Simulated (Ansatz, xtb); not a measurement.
Relative energy of two isomers of CH8N2Si3

Structure I: `N#C[Si](N)([SiH3])[SiH3]`, a singlet. Structure II: `N#C[Si@@H](N)[SiH2][SiH3]`, a singlet. Both are isolated molecules in the gas phase, relaxed with r2SCAN-D4/def2-SVP; the shapes shown needn't be the lowest conformers.

I (Å):

```yaml
atoms:
  - { symbol: C, position_ang: [1.0009, 0.4279, 1.1146] }
  - { symbol: N, position_ang: [1.3134, 0.3795, 2.2382] }
  - { symbol: N, position_ang: [1.8266, 0.2471, -1.7886] }
  - { symbol: Si, position_ang: [0.5080, 0.5029, -0.6976] }
  - { symbol: Si, position_ang: [-1.0881, -1.1949, -0.9682] }
  - { symbol: Si, position_ang: [-0.3701, 2.6566, -1.0040] }
  - { symbol: H, position_ang: [2.2404, -0.6789, -1.8617] }
  - { symbol: H, position_ang: [2.5445, 0.9618, -1.8775] }
  - { symbol: H, position_ang: [-1.7079, -1.0820, -2.3233] }
  - { symbol: H, position_ang: [-2.1449, -1.0555, 0.0773] }
  - { symbol: H, position_ang: [-0.4350, -2.5341, -0.8397] }
  - { symbol: H, position_ang: [0.7241, 3.6710, -0.9054] }
  - { symbol: H, position_ang: [-1.3967, 2.9299, 0.0449] }
  - { symbol: H, position_ang: [-1.0005, 2.7484, -2.3557] }
```

II (Å):

```xyz
14

C     0.8876    0.2209   -2.4718
N     1.2683   -0.3867   -3.3922
N    -1.3961    1.6632   -1.1135
Si    0.2302    1.1178   -0.9549
Si    0.4456   -0.4438    0.7806
Si    2.5406   -1.4926    0.6286
H     1.1252    2.2984   -0.8039
H    -2.1560    0.9902   -1.0795
H    -1.6173    2.4231   -1.7516
H    -0.6525   -1.4527    0.6325
H     0.2763    0.2523    2.0948
H     3.6134   -0.4521    0.6195
H     2.6088   -2.2846   -0.6340
H     2.7529   -2.3972    1.7990
```

Q: Which of the two would you expect CCSD(T)/def2-SVP + ΔMP2/def2-TZVPP electronic energies to favour?

A: Too close to call at this level: CCSD(T)/def2-SVP + ΔMP2/def2-TZVPP gives E(II) − E(I) = −6.09 kJ/mol.

Level by level:

```json
{"level": "r2SCAN-D4/def2-SVP", "geometry": "r2SCAN-D4/def2-SVP", "E(II) − E(I) (kJ/mol)": "−5.86", "departure from the last row (kJ/mol)": "+0.24", "job, with rough time for the two": "optimisation, 3.2 min"}
{"level": "HF/def2-SVP", "geometry": "r2SCAN-D4/def2-SVP", "E(II) − E(I) (kJ/mol)": "−6.82", "departure from the last row (kJ/mol)": "−0.73", "job, with rough time for the two": "part of the CCSD(T) run"}
{"level": "MP2/def2-SVP", "geometry": "r2SCAN-D4/def2-SVP", "E(II) − E(I) (kJ/mol)": "−5.52", "departure from the last row (kJ/mol)": "+0.57", "job, with rough time for the two": "part of the CCSD(T) run"}
{"level": "CCSD(T)/def2-SVP", "geometry": "r2SCAN-D4/def2-SVP", "E(II) − E(I) (kJ/mol)": "−5.52", "departure from the last row (kJ/mol)": "+0.57", "job, with rough time for the two": "single point"}
{"level": "CCSD(T)/def2-SVP + ΔMP2/def2-TZVPP", "geometry": "r2SCAN-D4/def2-SVP", "E(II) − E(I) (kJ/mol)": "−6.09", "departure from the last row (kJ/mol)": "", "job, with rough time for the two": "single point, 74 s"}
```

As drawn, both hold the same kinds of bond in the same numbers.

The largest departure from CCSD(T)/def2-SVP + ΔMP2/def2-TZVPP is that of HF/def2-SVP, 0.73 kJ/mol. Levels run at GFN2-xTB geometries aren't shown. The last row adds to CCSD(T) the change of the MP2 difference between the two basis sets, here −0.57 kJ/mol.

With thermal terms from frequencies at re-optimised GFN2-xTB minima (ideal gas, soft modes damped towards free rotors, one conformer each, 298.15 K, 1 atm): on the last row, ΔE + ΔZPE = −5.24, ΔH = −6.34, ΔG = −4.92 kJ/mol.

The correlated steps freeze 18 core orbitals. Mirror images aren't counted in ΔG. Codes used: Ansatz 0.2.0, xtb 6.7.1; the last row on 2 threads of Intel(R) Xeon(R) Platinum 8375C CPU @ 2.90GHz (Ice Lake) on a shared host.
